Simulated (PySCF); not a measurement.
**B⁺: excitation energy**

B⁺ [He] 2s2 (1S) → B⁺ [He] 2s1 2p1 (3P), as a difference of total energies. Computed with PySCF 2.14 in dyall-acv3z (15s9p4d2f, 76 functions), with scalar relativity by spin-free X2C-1e. Correlated levels: valence: 1s2 frozen; valence and next inner shell: nothing frozen; virtual orbitals above 40 to 60 times the deepest correlated orbital energy dropped. The calculations carry no spin-orbit coupling.

| method | excitation energy (cm⁻¹) | error (cm⁻¹) |
| --- | --- | --- |
| UHF | 25313 | -12037 |
| LDA | 32932 | -4418 |
| PBE | 32077 | -5273 |
| PBE0 | 31766 | -5583 |
| r2SCAN | 29190 | -8160 |
| r2SCAN0 | 29765 | -7585 |
| M06-L | 31665 | -5685 |
| B97-3 | 33351 | -3999 |
| M06-2X | 37102 | -248 |
| MP2 (valence) | 32858 | -4492 |
| SCS-MP2 (valence) | 34991 | -2359 |
| MP2 (valence and next inner shell) | 33051 | -4299 |
| SCS-MP2 (valence and next inner shell) | 35214 | -2136 |

Reference: 37350 cm⁻¹ (measured; NIST levels, between the centres of gravity of the two terms).

Errors of the correlated levels include the incompleteness of this basis and the frozen core.
